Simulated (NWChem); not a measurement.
Species: SnH$_{3}$OBr; SMILES [OH][SnH2][Br]

```xyz
6

Sn    -0.2956    -0.8110    -0.0007
O      1.4639    -1.7113    -0.0508
Br     0.0904     1.6590    -0.0054
H     -1.0397    -1.2586    -1.4622
H     -1.1188    -1.1620     1.4554
H      2.0647    -1.4045     0.6384
```
Atoms are numbered in this order, from 1.

All runs use the structure optimised with PBE0/def2-SVP. Not confirmed as a minimum by frequencies. def2 effective core potentials on Sn; no spin-orbit coupling.

List the 4 lowest vertical singlet excitations from CAM-B3LYP/def2-SVPD with def2 effective core potentials on Sn, TDA (NWChem).


```tsv
state	energy (eV)	oscillator strength	leading excitation (squared amplitude)
S1	5.78	0.025	HOMO → LUMO (0.93)
S2	5.87	0.023	HOMO−1 → LUMO (0.93)
S3	6.42	0.061	HOMO−2 → LUMO (0.58)
S4	6.84	0.009	HOMO → LUMO+1 (0.74)
```
